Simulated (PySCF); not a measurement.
## Stationary points of IO₃Br

These are results of PySCF, PBE0, basis I def2-SVP with ECP28, O def2-SVP, Br def2-SVP (scalar-relativistic core potentials, no spin–orbit coupling, density fitting), not measurements.

Relaxations began from a few typed shapes. The search is not exhaustive: other isomers or separated fragments can lie lower, and high-lying points may rest on an excited occupation.

(1) Which is the lowest minimum found?
A. singlet Cs: I–Br 2.559 Å, I–O 1.868 Å (×2), I–O 1.932 Å; Br–I–O 94.9° (×2), Br–I–O 148.4°, O–I–O 70.8° (×2), O–I–O 120.5°
B. singlet C3v: I–Br 2.526 Å, I–O 1.791 Å (×3); Br–I–O 103.8° (×3), O–I–O 114.5° (×3)

Answers

(1) B. The others lie at 232.5 (singlet Cs, a saddle point) kJ/mol above it.

Counting electrons, iodine keeps none of its valence electrons outside its bonds, so the VSEPR class is AX4 and the expected shape is tetrahedral; with unlike ligands the computed point group is C3v.
